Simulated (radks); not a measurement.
The numbers below are computed, except where a source is named.
Task: Species: W+. Configuration: [Xe] 4f14 5d4 6s1. Code: a radial shooting solver on a logarithmic mesh with Libxc functionals. Model: Dirac Kohn-Sham, LDA (Slater exchange, Perdew-Wang correlation), spin-unpolarised, spherical densities, point nucleus; open shells fill j = l - 1/2 first.

Spin-orbit splittings of the eigenvalues, e(l+1/2) - e(l-1/2), with zeta = 2 splitting/(2l+1) and mean radii in bohr:

| shell | occ. | splitting (eV) | zeta (eV) | <r> j=l-1/2 | <r> j=l+1/2 |
|---|---|---|---|---|---|
| 2p | 6 | 1351 | 900.9 | 0.06367 | 0.07163 |
| 3p | 6 | ? | ? | 0.1907 | 0.2054 |
| 3d | 10 | 63.58 | 25.43 | 0.1797 | 0.1843 |
| 4p | 6 | 67.95 | 45.30 | 0.4547 | 0.4882 |
| 4d | 10 | 12.52 | 5.008 | 0.5050 | 0.5165 |
| 4f | 14 | 2.241 | 0.6402 | 0.6032 | 0.6129 |
| 5p | 6 | 9.887 | 6.591 | 1.178 | 1.284 |
| 5d | 4 | 0.7697 | 0.3079 | 1.939 | 2.013 |

Estimate the 3p splitting.

Result: 292.1 eV (zeta = 194.8 eV).
